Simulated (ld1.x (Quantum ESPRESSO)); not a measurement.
## What one change does to a pseudopotential (Mn, PAW)

```json
{
 "Element": "Mn",
 "Generator": "ld1.x (Quantum ESPRESSO) 7.5",
 "Type": "PAW",
 "Functional": "BLYP",
 "Relativity": "scalar-relativistic",
 "Frozen core": "[Ar]",
 "Valence charge": "7",
 "Reference configuration": "3d5 4s1.5 4p0 (charge +0.5)",
 "Partial waves": "4s (bound): rcut 1.70, rcutus 2.20 bohr; 4s channel at 0.65 Ry: rcut 1.70, rcutus 2.20 bohr; 4p (bound, empty): rcut 2.10, rcutus 2.40 bohr; 4p channel at 2.15 Ry: rcut 2.10, rcutus 2.40 bohr; 3d (bound): rcut 1.35, rcutus 1.60 bohr; 3d channel at -0.3 Ry: rcut 1.35, rcutus 1.60 bohr",
 "Local potential": "all-electron potential smoothed inside 1.85 bohr (lloc = -1)",
 "Core correction": "Bessel-smoothed model core inside 1.65 bohr",
 "Augmentation charge": "PSQ, radius 1.15 bohr"
}
```

All-electron outer shells of the reference configuration (BLYP, scalar-relativistic, ld1.x):

| shell | level (eV) | outermost node (bohr) | outermost maximum (bohr) |
| --- | --- | --- | --- |
| 3p | -58.34 | 0.31 | 0.75 |
| 3d | -10.58 | – | 0.76 |
| 4s | -8.36 | 1.05 | 2.44 |
| 4p | -4.11 | 1.15 | 3.14 |

Change: wave 3d channel at -0.3 Ry: rcut 1.35, rcutus 1.60 bohr becomes 3d channel at 6.32 Ry: rcut 1.35, rcutus 1.60 bohr.

Cutoffs: the cutoffs (Ry, on a coarse ladder) from which the occupation-weighted sum of valence levels, in a spherical-Bessel basis at the reference potential, stays within 10 and 1 mRy of its value at 400 Ry; they do not see the model core or the augmentation charge, which bear on the density cutoff. Errors are all-electron minus pseudo energies relative to the spin-unpolarised reference configuration.

Predict the effect on cutoff, ghosts and configuration errors.

The potential gets neither clearly harder nor softer (40 Ry and 70 Ry → 40 Ry and 70 Ry); of the 7 tests that both files solve, the error grows in 1 and shrinks in 0 by more than 15 % and 0.3 meV (median size 101.7 → 110.0 meV); the range in which the d phases agree narrows (upper end at the end of the scan → 0.9); neither file shows a bound ghost.

```csv
quantity,base,changed
"cutoff, loose",40 Ry,40 Ry
"cutoff, tight",70 Ry,70 Ry
bound ghosts,none,none
"error for 3d5 4s2 4p0, meV [ΔE -3.33 eV]",+0.2,+0.1
"error for 3d5 4s1 4p0, meV [ΔE 5.07 eV]",-0.7,-0.9
"error for 3d5 4s0 4p0, meV [ΔE 20.84 eV]",-6.0,-8.0
"error for 3d3 4s0 4p0, meV [ΔE 104.09 eV]",-1884,-1886
"error for 3d4 4s0 4p0, meV [ΔE 53.36 eV]",-348,-369
"error for 3d6 4s0 4p0, meV [ΔE 3.60 eV]",-102,-110
"error for 3d4 4s2 4p1, meV [ΔE 4.47 eV]",-180,-184
s: phases at 2.58 bohr within 0.05 rad from the reference energy up to (Ry; the scan ends near 5),1.5,1.5
p: phases at 2.58 bohr within 0.05 rad from the reference energy up to (Ry; the scan ends near 5),4.2,4.2
d: phases at 2.58 bohr within 0.05 rad from the reference energy up to (Ry; the scan ends near 5),to the end of the scan,0.9
lowest overlap eigenvalue by channel,"s 0.47, p 0.59, d 0.99","s 0.47, p 0.59, d 0.88"
```
